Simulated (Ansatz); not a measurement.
Name a neutral molecule of C, F, Zn and H with HOMO energy (B3LYP/def2-TZVPP) between -6.85 and -6.55 eV and LUMO energy (PBE/def2-TZVPP) between -1.90 and -1.60 eV (Ansatz, PBE0-D4/def2-TZVP geometry).

`C/C=[C](/F)[ZnH]` (-6.81 eV, -1.69 eV). Other molecules can fit too; these were computed, each in one conformer that needn't be the lowest.

B3LYP here is the variant with VWN-RPA as its local correlation; programs differ in this.
